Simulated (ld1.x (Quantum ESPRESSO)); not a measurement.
# Which change was made? (Ru, ultrasoft)

ruthenium (Ru), ultrasoft, made with ld1.x (Quantum ESPRESSO) 7.5 (PBEsol, scalar-relativistic). Core [Kr], reference 4d7.5 5s0.5 5p0. Waves: 5s (bound): rcut 2.65, rcutus 3.00 bohr; 5s channel at 0.05 Ry: rcut 2.65, rcutus 3.00 bohr; 5p (bound, empty): rcut 3.35, rcutus 3.70 bohr; 5p channel at 1.05 Ry: rcut 3.35, rcutus 3.70 bohr; 4d (bound): rcut 1.85, rcutus 2.05 bohr; 4d channel at 0.45 Ry: rcut 1.85, rcutus 2.05 bohr. Local part: all-electron potential smoothed inside 2.70 bohr (lloc = -1). Core correction: none. Augmentation charge: PSQ, radius 1.85 bohr.

Cutoffs, loose and tight: the cutoffs (Ry, on a coarse ladder) from which the occupation-weighted sum of valence levels, in a spherical-Bessel basis at the reference potential, stays within 10 and 1 mRy of its value at 400 Ry. They do not see the model core or the augmentation charge, which bear on the density cutoff. Test errors are all-electron minus pseudo excitation energies from the reference, over the configurations 4d7 5s1 5p0; 4d7 5s0 5p0; 4d6 5s0 5p0; 4d8 5s0 5p0; 4d7 5s0 5p1; 4d6 5s1 5p1; 4d5 5s0 5p0; variants that change the core or the reference have their own tests.

The base gives: outcome: generated; cutoff, loose: 25 Ry; cutoff, tight: 40 Ry; bound ghosts: none; largest test error (meV): +62.

(1) After one change the result is: outcome: generated; cutoff, loose: 25 Ry; cutoff, tight: 40 Ry; bound ghosts: none; largest test error (meV): -117. Which change was it?
A. core correction a·sin(br)/r model core inside 2.40 bohr
B. core correction a·sin(br)/r model core inside 1.88 bohr
C. core correction a·sin(br)/r model core inside 1.24 bohr
D. core correction a·sin(br)/r model core inside 2.20 bohr

Answers

(1) A. The others give: core correction a·sin(br)/r model core inside 1.88 bohr → outcome: generated; cutoff, loose: 25 Ry; cutoff, tight: 40 Ry; bound ghosts: none; largest test error (meV): -255 | core correction a·sin(br)/r model core inside 1.24 bohr → outcome: generated; cutoff, loose: 25 Ry; cutoff, tight: 40 Ry; bound ghosts: none; largest test error (meV): -365 | core correction a·sin(br)/r model core inside 2.20 bohr → outcome: generated; cutoff, loose: 25 Ry; cutoff, tight: 40 Ry; bound ghosts: none; largest test error (meV): -171.
